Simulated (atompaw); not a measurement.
# molybdenum (Mo): one change to a PAW (atompaw) potential, before and after

```
Element                 : Mo (Z = 42)
Generator               : atompaw 4.2.0.5
Type                    : PAW
Functional              : PBE
Relativity              : scalar-relativistic
Frozen core             : [Ar] 3d10
Valence charge          : 14
Reference configuration : 4s2 4p6 4d5 5s1 5p0
Partial waves           : 4s (bound): rc 1.40 bohr; 5s (bound): rc 2.55 bohr; 4p (bound): rc 2.00 bohr; 5p (bound, empty): rc 2.55 bohr; 4d (bound): rc 2.55 bohr; 4d channel at 1.95 Ry: rc 1.80 bohr
Local potential         : ultrasoft scheme with l = 3 at 0.5 Ry, radius 2.05 bohr
Core correction         : smooth core density matched at 1.35 bohr
Augmentation charge     : sinc compensation charge, radius 1.95 bohr; PAW radius 2.55 bohr; waves and projectors: custom polynom2 7 10 vanderbiltortho
```

Change: local potential ultrasoft scheme with l = 3 at 0.5 Ry, radius 1.46 bohr.

Cutoffs: the cutoffs (Ry, on a coarse ladder) from which the occupation-weighted sum of valence levels, in a spherical-Bessel basis at the reference potential, stays within 10 and 1 mRy of its value at 400 Ry; they do not see the model core or the augmentation charge, which bear on the density cutoff.

Problem. What does the change do?

Solution. The potential gets neither clearly harder nor softer (30 Ry and 70 Ry → 30 Ry and 70 Ry); a bound ghost appears in d, which as a rule spoils a file. A state that the projectors do not describe sees the local part alone, so a deeper or shallower local part can create or remove a ghost.

| quantity | base | changed |
| --- | --- | --- |
| cutoff, loose | 30 Ry | 30 Ry |
| cutoff, tight | 70 Ry | 70 Ry |
| loose cutoff by channel (10 mRy a level) | s 15 Ry, p 18 Ry, d 15 Ry | s 15 Ry, p 18 Ry, d 21 Ry |
| bound ghosts | none | d |
| s: phases at 2.55 bohr within 0.05 rad from the reference energy up to (Ry; the scan ends near 5) | 1.0 | 0.2 |
| p: phases at 2.55 bohr within 0.05 rad from the reference energy up to (Ry; the scan ends near 5) | 0.5 | 0.6 |
| d: phases at 2.55 bohr within 0.05 rad from the reference energy up to (Ry; the scan ends near 5) | 2.7 | 2.7 |
| lowest overlap eigenvalue by channel | s 0.37, p 0.52, d 0.96 | s 0.35, p 0.52, d 0.96 |

 A true bound ghost makes a file unfit for plane-wave use even where its test errors are small: the radial tests pick states by their node count and pass the ghost by. The cutoffs see the waves, projectors and local potential, not the compensation charge or the core.
